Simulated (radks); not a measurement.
Te28+, configuration [Ar] 3d6.

Calculated with a radial shooting solver on a logarithmic mesh with Libxc functionals: Dirac Kohn-Sham, LDA (Slater exchange, Perdew-Zunger correlation), spin-unpolarised, spherical densities, finite nucleus; open shells are shared between the two j in proportion to 2j + 1; Fermi nuclear charge, rms radius 4.7423 fm.

Energy parts (eV):
part                       energy
total                 -171768.431
kinetic                182257.291
electron-nucleus      -388736.048
Hartree                 38273.720
exchange-correlation    -3563.394

Orbitals (lengths in bohr, moments of r in powers of bohr; <r^-3> diverges for s and p1/2):
| orbital | occ. | eigenvalue (eV) | <r^-3> |
|---|---|---|---|
| 1s1/2 | 2 | -32725.92 | - |
| 2s1/2 | 2 | -5972.519 | - |
| 2p1/2 | 2 | -5677.348 | - |
| 2p3/2 | 4 | -5401.063 | 4941 |
| 3s1/2 | 2 | -1965.810 | - |
| 3p1/2 | 2 | -1848.608 | - |
| 3p3/2 | 4 | -1790.333 | 1067 |
| 3d3/2 | 2.4 | -1593.951 | 175.3 |
| 3d5/2 | 3.6 | -1581.034 | 162.9 |
| 4s1/2 | 0 | -947.4919 | - |
| 4p1/2 | 0 | -899.8729 | - |
| 4p3/2 | 0 | -880.6342 | 356.1 |
| 4d3/2 | 0 | -804.5991 | 57.60 |
| 4d5/2 | 0 | -800.3451 | 53.43 |
| 4f5/2 | 0 | -722.4739 | 12.84 |
| 4f7/2 | 0 | -721.3587 | 12.65 |

The highest occupied level is 3d5/2 at -1581.0 eV. Summed over all electrons, <r^2> = 1.484 bohr^2, which gives a Langevin (diamagnetic) susceptibility term of -1.18 x 10^-6 cm^3/mol. The electron density at the nucleus is 2.267e+05 e/bohr^3. For comparison, the ionisation energy in NIST's Atomic Spectra Database is 1618 eV (theoretical). In exact Kohn-Sham theory the highest level is minus the ionisation energy, but local and semilocal functionals leave it too shallow, through self-interaction and a potential that decays too fast; potentials with the right tail come closer. The density falls to 0.001 e/bohr^3 at r = 0.94 bohr.

Beside tabulated values, note that spin-unpolarised runs miss the spin-polarisation part of the exchange energy of open shells.
